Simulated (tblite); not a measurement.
Compound: C4H10GeOS2.
Numbering: `[CH3:1][CH2:2][O:3][C@@H:4]1[CH2:5][S:6][GeH2:7][S:8]1` (hydrogens: H9, H10, H11 on C1; H12, H13 on C2; H14 on C4; H15, H16 on C5; H17, H18 on Ge7)

Geometry (GFN2-xTB, Å), atoms numbered from 1 in this order:
```
atom  x, y, z in Å
C1     3.1630    0.2593   -0.1169
C2     1.8082   -0.3704    0.1505
O3     0.8434    0.2865   -0.6584
C4    -0.4277   -0.2179   -0.5746
C5    -1.2615    0.4445   -1.6552
S6    -2.9617   -0.2024   -1.7194
Ge7   -3.2612   -0.0833    0.4775
S8    -1.1639    0.1289    1.1268
H9     3.1210    1.3227    0.0987
H10    3.4385    0.1270   -1.1595
H11    3.9147   -0.2048    0.5146
H12    1.5282   -0.2555    1.2065
H13    1.8186   -1.4436   -0.0913
H14   -0.4443   -1.3140   -0.6760
H15   -1.2775    1.5232   -1.5004
H16   -0.8151    0.2321   -2.6263
H17   -3.9440   -1.3357    0.9978
H18   -4.0875    1.1099    0.9290
```

Method: GFN2-xTB as coded in tblite; computed harmonic values from a numerical Hessian at the method's own geometry, unscaled. Errors from tens to a few hundred cm⁻¹ against measured bands are possible. Modes of hydrogen on germanium can be 10 to 20 % off. One conformer, not necessarily the lowest.

Harmonic wavenumbers (cm⁻¹): 38.3, 61.0, 86.7, 118.0, 178.2, 199.0, 223.1, 286.3, 324.1, 388.9, 404.4, 414.9, 420.0, 501.0, 516.5, 581.8, 629.4, 754.7, 824.2, 838.0, 888.0, 924.2, 1042.3, 1076.4, 1095.7, 1121.1, 1139.9, 1146.4, 1202.0, 1240.7, 1250.4, 1297.9, 1345.1, 1400.2, 1437.3, 1471.8, 1481.8, 1490.8, 1825.5, 1878.1, 2839.7, 2867.2, 2900.3, 2986.4, 2999.4, 3051.4, 3054.2, 3060.7.

A = 2224, B = 545.4, C = 453.0 MHz; mass 211.938 u (most abundant isotopes); point group C1, symmetry number 1.

Task: Zero-point energy?

Result: ½Σν̃ = 28652 cm⁻¹ = 81.92 kcal/mol.

Task: Entropy at 350 K, 1 bar (ideal gas, RRHO, classical rotation)?

Result: Translation 42.78, rotation 31.23, vibration 38.91: S = 112.9 cal/(mol K).

Task: And Cp and H(350 K) − H(0)?

Result: Cp = 45.69 cal/(mol K), of which vibrations give 37.74 (their classical limit is 48 R = 95.4); H(350 K) − H(0) = 9.75 kcal/mol without the zero-point energy, 6.97 from vibrations.

Task: What must be added to the electronic energy to get the Gibbs energy at 350 K and 1 bar?

Result: ZPE + [H(350 K) − H(0)] − T·S = 81.92 + 9.75 − 39.52 = 52.15 kcal/mol.

Task: How do the functions run with temperature in this model?

Result: 
| T (K) | S (cal/(mol K)) | Cp (cal/(mol K)) | H − H(0) (kcal/mol) | G − H(0) (kcal/mol) | ln q(vib) |
| --- | --- | --- | --- | --- | --- |
| 50 | 62.6 | 14.0 | 0.53 | -2.60 | 0.72 |
| 100 | 74.2 | 20.2 | 1.39 | -6.04 | 2.16 |
| 298.15 | 106.0 | 40.9 | 7.51 | -24.09 | 8.06 |
| 373.15 | 115.9 | 47.8 | 10.84 | -32.41 | 10.22 |
| 500 | 131.3 | 57.7 | 17.55 | -48.11 | 13.75 |
| 750 | 157.6 | 71.6 | 33.86 | -84.33 | 20.29 |
| 1000 | 179.5 | 80.5 | 52.95 | -126.54 | 26.24 |

q(vib) and H(0) count from the zero-point level.

Task: Blend soft modes into free rotors: weight 1/[1 + (100 cm⁻¹/ν̃)⁴] for the oscillator and the rest for a rotor with moment μB/(μ + B), μ = h/(8π²ν), B = 10⁻⁴⁴ kg m². What vibrational entropy results?

Result: 35.38 cal/(mol K) in place of 38.91, which changes −T·S at 350 K by +1.24 kcal/mol.

Hindered rotation and anharmonicity are outside this model. Other conformers, if any are populated, would add a mixing term that is left out. The structure is chiral; the term R ln 2 for an equal mix with its mirror image is left out.
